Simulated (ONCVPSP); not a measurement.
# Building the ONCV potential for Ce (PBEsol, scalar-relativistic).

Ce (Z = 58), optimised norm-conserving Vanderbilt (ONCV), made with ONCVPSP 4.0.1 (PBEsol, scalar-relativistic). Core [Kr] 4d10, reference 4f1 5s2 5p6 5d1 6s1.5 (charge +0.5). Waves: 5s+6s: rc 2.60 bohr, ncon 5, nbas 9, qcut 5.9 1/bohr, 3 projectors, debl 2.9 Ha; 5p: rc 1.95 bohr, ncon 4, nbas 7, qcut 4.5 1/bohr, 2 projectors, debl 0.4 Ha; 5d: rc 4.00 bohr, ncon 3, nbas 8, qcut 3.7 1/bohr, 2 projectors, debl 0.5 Ha; 4f: rc 1.40 bohr, ncon 3, nbas 7, qcut 13.4 1/bohr, 2 projectors, debl 3.9 Ha. Local part: polynomial inside 1.10 bohr (lpopt 5, dvloc0 6 Ha). Core correction: none.

In the p channel the program set the typed energies aside and used -0.957, 0.250 Ha.

Estimate the cutoffs (Ha) at which the residual kinetic energy of the hardest occupied pseudo-wave falls to 1 and 0.1 mHa per electron.

69 Ha and 76 Ha.

Does the potential have ghost states?

Ghosts flagged at negative energy: s at -32.2 eV; GHOST(+) flagged for d at 88.9 eV, p at 115.9 eV. A true bound ghost makes a file unfit for plane-wave use.

Which valence shell sets the plane-wave cutoff?

4f: 69 Ha for 1 mHa per electron, against 16 Ha for 5p.

Tests: 4f1 5s2 5p6 5d1 6s2; 4f1 5s2 5p6 5d1 6s1; 4f1 5s2 5p6 5d1 6s0; 4f1 5s2 5p6 5d1 6s1 6p1. Which has the largest error in its energy relative to the reference configuration, and how large is it?

4f1 5s2 5p6 5d1 6s0, with -8.1 meV (all-electron minus pseudo) on +14.68 eV.
